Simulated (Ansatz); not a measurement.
## Ansatz (development build ahead of 0.2.0) run

```yaml
crystal:
  periodic: [false, false, false]
  atoms:
    - { symbol: V, position_ang: [0.0, 0.0, 0.0] }
    - { symbol: Si, position_ang: [0.0, 2.2823, 0.8307] }
    - { symbol: Cl, position_ang: [0.0, -2.2045, 0.8024] }
basis:
  gaussian: { orbitals: pcseg-2 }
magnetization:
  spin_polarized: true
  initial_magnetization: 2
hamiltonian:
  xc: hf
```

The input is written out in the form of the current development build from the run's settings.

Output:

```
Converged                       : yes
Total energy                    : -1691.35344 hartree
Spin squared of the determinant : 3.890
Stability test                  : minimum
```

Caution: another spin multiplicity may lie lower; the unrestricted determinant is a mixture of spin states.
